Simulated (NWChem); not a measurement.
System: selenium dioxide (SeO2); SMILES O=[Se]=O

Output (shortened):

```
             Northwest Computational Chemistry Package (NWChem) 7.3.0
             --------------------------------------------------------

 C2V symmetry detected

                             Geometry "geometry" -> ""
                             -------------------------

 Output coordinates in angstroms (scale by  1.889725989 to convert to a.u.)

  No.       Tag          Charge          X              Y              Z
 ---- ---------------- ---------- -------------- -------------- --------------
    1 O                    8.0000     1.38234900     0.00000000    -0.59421324
    2 Se                  34.0000     0.00000000     0.00000000     0.27962976
    3 O                    8.0000    -1.38234900     0.00000000    -0.59421324

 Effective nuclear repulsion energy (a.u.)     188.2770303323

      Symmetry information
      --------------------

 Group name             C2v
 Group number             16
 Group order               4
 No. of unique centers     2

                                 NWChem DFT Module
                                 -----------------

 Summary of "ao basis" -> "ao basis" (spherical)
 ------------------------------------------------------------------------------
       Tag                 Description            Shells   Functions and Types
 ---------------- ------------------------------  ------  ---------------------
 O                         def2-svpd                 9       23   4s3p2d
 Se                        def2-svpd                15       41   6s5p4d

      Symmetry analysis of basis
      --------------------------

        a1         35
        a2         11
        b1         25
        b2         16

            General Information
            -------------------
          SCF calculation type: DFT
          Wavefunction type:  closed shell.
          No. of atoms     :     3
          No. of electrons :    50
           Alpha electrons :    25
            Beta electrons :    25
          Charge           :     0
          Spin multiplicity:     1
          Use of symmetry is: on ; symmetry adaption is: on
          Maximum number of iterations: 150
          AO basis - number of functions:    87
                     number of shells:    33
          Convergence on energy requested:  1.00D-06
          Convergence on density requested:  1.00D-05
          Convergence on gradient requested:  5.00D-04

              XC Information
              --------------
                         PBE0 Method XC Functional
                     Hartree-Fock (Exact) Exchange  0.250
          PerdewBurkeErnzerhof Exchange Functional  0.750
            Perdew 1991 LDA Correlation Functional  1.000 local
           PerdewBurkeErnz. Correlation Functional  1.000 non-local

             Grid Information
             ----------------
          Grid used for XC integration:  coarse
          Radial quadrature: Mura-Knowles
          Angular quadrature: Lebedev.
          Tag              B.-S. Rad. Rad. Pts. Rad. Cut. Ang. Pts.
          ---              ---------- --------- --------- ---------
          O                   0.60       35          10.0       302
          Se                  1.15       95           9.0       302
          Grid pruning is: on
          Number of quadrature shells:   130
          Spatial weights used:  Erf1

      Superposition of Atomic Density Guess
      -------------------------------------

 Sum of atomic energies:       -2548.90242500

      Non-variational initial energy
      ------------------------------

 Total energy =   -2549.270937
 1-e energy   =   -3924.400405
 2-e energy   =    1186.852438
 HOMO         =      -0.356156
 LUMO         =      -0.151486

      Symmetry analysis of molecular orbitals - initial
      -------------------------------------------------

  Numbering of irreducible representations:

     1 a1          2 a2          3 b1          4 b2

  Orbital symmetries:

     1 a1          2 a1          3 b1          4 a1          5 b2
     6 b1          7 a1          8 a1          9 b1         10 a1
    11 b2         12 b1         13 a1         14 a2         15 a1
    16 b2         17 a1         18 b1         19 a1         20 b1
    21 a1         22 b2         23 a2         24 b1         25 a1
    26 b2         27 a1         28 b1         29 a1         30 b2
    31 a1         32 b1         33 b1         34 a1         35 a1

   convergence    iter        energy       DeltaE   RMS-Dens  Diis-err
 ---------------- ----- ----------------- --------- --------- ---------
 d= 0,ls=0.0,diis     1  -2550.8958447499 -2.74D+03  2.98D-02  1.41D+00
 d= 0,ls=0.0,diis     2  -2550.2667470953  6.29D-01  1.82D-02  7.46D+00
 d= 0,ls=0.0,diis     3  -2551.0797982046 -8.13D-01  1.80D-03  2.51D-02
 d= 0,ls=0.0,diis     4  -2551.0823102550 -2.51D-03  3.73D-04  1.86D-03
 d= 0,ls=0.0,diis     5  -2551.0824966465 -1.86D-04  6.98D-05  1.59D-04
  Resetting Diis
 d= 0,ls=0.0,diis     6  -2551.0825051738 -8.53D-06  1.24D-05  1.12D-06
 d= 0,ls=0.0,diis     7  -2551.0825053106 -1.37D-07  4.25D-06  4.51D-08

         Total DFT energy =    -2551.082505310594
      One electron energy =    -3921.547677294997
           Coulomb energy =     1285.966633458240
    Exchange-Corr. energy =     -103.778491806121
 Nuclear repulsion energy =      188.277030332284

 Numeric. integr. density =       50.000013683439

                  Occupations of the irreducible representations
                  ----------------------------------------------

                     irrep           alpha         beta
                     --------     --------     --------
                     a1               12.0         12.0
                     a2                2.0          2.0
                     b1                7.0          7.0
                     b2                4.0          4.0

                       DFT Final Molecular Orbital Analysis
                       ------------------------------------

 Vector   23  Occ=2.000000D+00  E=-3.653405D-01  Symmetry=a2
              MO Center=  7.6D-15,  1.3D-15, -5.3D-01, r^2= 2.5D+00
   Bfn.  Coefficient  Atom+Function         Bfn.  Coefficient  Atom+Function
  ----- ------------  ---------------      ----- ------------  ---------------
     6      0.441865  1 O  py                70     -0.441865  3 O  py
     9      0.313048  1 O  py                73     -0.313048  3 O  py
    55      0.095261  2 Se d -2              12      0.079340  1 O  py
    76     -0.079340  3 O  py                45     -0.063404  2 Se d -2
    19     -0.029440  1 O  d -2              83     -0.029440  3 O  d -2

 Vector   24  Occ=2.000000D+00  E=-3.579745D-01  Symmetry=b1
              MO Center= -2.4D-14, -2.2D-15, -5.0D-01, r^2= 2.6D+00
   Bfn.  Coefficient  Atom+Function         Bfn.  Coefficient  Atom+Function
  ----- ------------  ---------------      ----- ------------  ---------------
     5      0.349415  1 O  px                69      0.349415  3 O  px
     7      0.294356  1 O  pz                71     -0.294356  3 O  pz
     8      0.228431  1 O  px                72      0.228431  3 O  px
    10      0.223930  1 O  pz                74     -0.223930  3 O  pz
    58     -0.084408  2 Se d  1              13      0.068713  1 O  pz

 Vector   25  Occ=2.000000D+00  E=-3.455157D-01  Symmetry=a1
              MO Center=  6.2D-14, -4.0D-15, -3.3D-01, r^2= 2.6D+00
   Bfn.  Coefficient  Atom+Function         Bfn.  Coefficient  Atom+Function
  ----- ------------  ---------------      ----- ------------  ---------------
     7      0.419257  1 O  pz                71      0.419257  3 O  pz
    28     -0.328700  2 Se s                 10      0.287830  1 O  pz
    74      0.287830  3 O  pz                38     -0.213166  2 Se pz
    27     -0.201487  2 Se s                 26      0.138921  2 Se s
    41     -0.133915  2 Se pz                35      0.127046  2 Se pz

 Vector   26  Occ=0.000000D+00  E=-1.656399D-01  Symmetry=b2
              MO Center=  2.1D-14,  1.8D-15,  2.3D-02, r^2= 2.5D+00
   Bfn.  Coefficient  Atom+Function         Bfn.  Coefficient  Atom+Function
  ----- ------------  ---------------      ----- ------------  ---------------
    40      0.584332  2 Se py                37      0.443032  2 Se py
     6     -0.342773  1 O  py                70     -0.342773  3 O  py
     9     -0.278673  1 O  py                73     -0.278673  3 O  py
    34     -0.260697  2 Se py                43      0.125581  2 Se py
    12     -0.122644  1 O  py                76     -0.122644  3 O  py

 Vector   27  Occ=0.000000D+00  E=-2.075426D-02  Symmetry=a1
              MO Center= -6.5D-15,  1.5D-15,  4.7D-02, r^2= 4.7D+00
   Bfn.  Coefficient  Atom+Function         Bfn.  Coefficient  Atom+Function
  ----- ------------  ---------------      ----- ------------  ---------------
    41     -0.655984  2 Se pz                28      0.597271  2 Se s
    44     -0.554799  2 Se pz                29      0.487533  2 Se s
     4     -0.286962  1 O  s                 68     -0.286962  3 O  s
     3     -0.279111  1 O  s                 67     -0.279111  3 O  s
    38     -0.272473  2 Se pz                 8      0.268026  1 O  px

[...]

                         DFT ENERGY GRADIENTS

    atom               coordinates                        gradient
                 x          y          z           x          y          z
   1 O       2.612261   0.000000  -1.122900    0.021109   0.000000  -0.011864
   2 Se      0.000000   0.000000   0.528424    0.000000   0.000000   0.023727
   3 O      -2.612261   0.000000  -1.122900   -0.021109   0.000000  -0.011864
```

Level: PBE0/def2-SVPD. Structure relaxed at the PBE-D3(BJ)/def2-SVP level.

Task: Reconstruct the input file.

Result: One answer among several that fit: the input that was run:
```
start job
memory heap 200 mb stack 900 mb global 1100 mb
geometry units angstroms noautoz
  O      1.382349     0.000000    -0.605320
  Se     0.000000     0.000000     0.268523
  O     -1.382349     0.000000    -0.605320
end
basis spherical
  * library def2-svpd
end
dft
  xc pbe0
  iterations 150
  grid coarse
end
task dft gradient
```
